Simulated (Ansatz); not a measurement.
`CO[Si](Cl)(Cl)[GeH3]`. The species carries charge 0 and has multiplicity 1. All single points use the PBE0-D4/def2-TZVP geometry. It is one conformer, not always the lowest.

```xyz
12

C    -0.069   -0.297    2.036
O    -0.782   -0.797    0.921
Si   -0.214   -0.879   -0.597
Cl    1.571   -1.903   -0.602
Cl   -1.592   -1.955   -1.646
Ge    0.130    1.237   -1.618
H     0.211    0.752    1.893
H     0.836   -0.884    2.218
H    -0.721   -0.370    2.906
H     0.720    1.040   -3.020
H     1.112    2.064   -0.771
H    -1.203    1.991   -1.720
```

(1) What is the dipole moment at B3LYP/def2-TZVPP? (Estimate.)

(2) And with PBE, r2SCAN, ωB97M-V? (Estimate.)

(3) Give the Mulliken charges with B3LYP, r2SCAN, ωB97M-V in def2-TZVPP. (Best estimate.)

Answers

(1) The calculation gave: 2.17 D, with components (0.53, 1.66, 1.31) D in this frame, pointing from negative to positive charge.

(2) The calculation gave: PBE 2.06 D, r2SCAN 2.15 D, ωB97M-V 2.18 D.

(3) Computed: 
```json
{"atom": "C1", "B3LYP": "-0.12", "r2SCAN": "0.00", "ωB97M-V": "-0.18"}
{"atom": "O2", "B3LYP": "-0.34", "r2SCAN": "-0.35", "ωB97M-V": "-0.33"}
{"atom": "Si3", "B3LYP": "0.59", "r2SCAN": "0.59", "ωB97M-V": "0.53"}
{"atom": "Cl4", "B3LYP": "-0.23", "r2SCAN": "-0.24", "ωB97M-V": "-0.20"}
{"atom": "Cl5", "B3LYP": "-0.20", "r2SCAN": "-0.20", "ωB97M-V": "-0.17"}
{"atom": "Ge6", "B3LYP": "-0.03", "r2SCAN": "-0.01", "ωB97M-V": "-0.13"}
{"atom": "H7", "B3LYP": "0.10", "r2SCAN": "0.06", "ωB97M-V": "0.11"}
{"atom": "H8", "B3LYP": "0.11", "r2SCAN": "0.07", "ωB97M-V": "0.12"}
{"atom": "H9", "B3LYP": "0.12", "r2SCAN": "0.07", "ωB97M-V": "0.13"}
{"atom": "H10", "B3LYP": "0.01", "r2SCAN": "0.01", "ωB97M-V": "0.04"}
{"atom": "H11", "B3LYP": "0.00", "r2SCAN": "0.00", "ωB97M-V": "0.03"}
{"atom": "H12", "B3LYP": "0.01", "r2SCAN": "0.00", "ωB97M-V": "0.03"}
```

B3LYP here is the variant with VWN-RPA as its local correlation; programs differ in this.
